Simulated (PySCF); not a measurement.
Computed shifts of a molecule CH7NSi, KT2/pcSseg-1 run with PySCF, GIAO, gas phase, equivalent atoms averaged, in ppm (number of nuclei): ²⁹Si: -28.4 (1). ¹³C: 5.5 (1). ¹⁵N: 14.1 (1). ¹H: 5.06 (2), 0.36 (3), 0.22 (2). References: ²⁹Si against TMS (σ = 361.9 ppm); ¹³C against TMS (σ = 185.1 ppm); ¹⁵N against NH3 (σ = 266.2 ppm); ¹H against TMS (σ = 31.47 ppm), references at their B3LYP-D3(BJ)/def2-TZVP geometries, non-relativistic. Geometry optimised at PBE0-D3(BJ)/def2-SVP. Other conformers were not sampled.

Problem. Which structure fits?
A) C[SiH2]N
B) CN[SiH3]
C) NC[SiH3]

Solution. A, C[SiH2]N
